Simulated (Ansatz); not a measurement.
Gas-phase electronic energies from Ansatz, PBE0-D4/def2-TZVP geometries. CBS: MP2 limit from def2 TZ/QZ plus the TZ coupled-cluster correction, frozen cores. This one scheme is used for every species. Functionals use def2-TZVPP. For Ge outer-core shells are correlated without core-valence functions, which leaves a few kJ/mol of doubt a bond. Scalar relativity is left out up to krypton. Each species was taken in one conformer, which may not be the lowest.

Reaction (substitution at a C–O bond): `COCOC` + `[OH][GeH2][SH]` → `C[O][GeH2][SH]` + `COCO`

| level | ΔE (kJ/mol) |
| --- | --- |
| ωB97M-V | 11.9 |
| MP2/def2-QZVPP | 12.1 |

(1) What does CCSD(T)/CBS give? (Best estimate.)

Largest T1 diagnostic among the species: 0.012.

Answers

(1) Ansatz gave: +11.4 kJ/mol. The listed levels differ from it by 0.5, 0.7 kJ/mol.
